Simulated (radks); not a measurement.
Problem. These are the eigenvalues of the occupied orbitals of an atom or ion with whole-number occupations (eV). All-electron calculation, scalar-relativistic Kohn-Sham, PBE, spin-polarised, spherical densities, finite nucleus; Fermi nuclear charge, rms radius of each element as measured or else 0.836 A^(1/3) + 0.57 fm. Program: a radial shooting solver on a logarithmic mesh with Libxc functionals.

| orbital | eigenvalue |
|---|---|
| 1s up | -210.1125 |
| 1s down | -209.3117 |
| 2s up | -31.4684 |
| 7d up | -1.1131 |

Which element is it, and in what charge state? The configuration may be excited. Open shells, if any, are filled with parallel spins first.

Solution. Z = 5, boron, charge +1: B+ in [He] 2s1 7d1. The list shows which subshells hold electrons but not how many an open one holds; the 1s level, -7.7215 hartree, gives Z - s = 3.9 by -(Z - s)^2/2, which with screening and relativity narrows Z to a few neighbours, and the depths of the outer levels then fix element, charge and occupations together.
